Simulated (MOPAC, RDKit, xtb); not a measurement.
Dimer: CH4O (SMILES CO) (first 6 atoms) with CH3Cl (SMILES CCl); geometry from B3LYP-D3(BJ)/def2-TZVP, rigid monomers moved along the line of their centres of mass till H6···Cl8 is 4.48 Å.
(charge 0, multiplicity 1):
```xyz
11

C     -0.52141    -0.45724    -0.31723
O      0.13506     0.73319     0.09353
H      0.16233    -1.15025    -0.81907
H     -1.29801    -0.16694    -1.02376
H     -0.99145    -0.97867     0.52416
H      0.79731     0.49673     0.75478
C     -0.17954     1.06221     5.30719
Cl     1.29917     0.03939     5.17800
H      0.05836     1.91277     5.93808
H     -0.44582     1.37873     4.30335
H     -0.96381     0.45859     5.75301
```

Interaction energies are E(AB) − E(A) − E(B) at the monomers' geometry in the complex; basis-set methods are counterpoise corrected.

The state that AM1 reach isn't checked.

Run with MOPAC for AM1 (differences of heats of formation); RDKit for the force fields; xtb for the GFN methods. 

Task: Predict the interaction energy from MMFF94.

Result: -0.6 kcal/mol
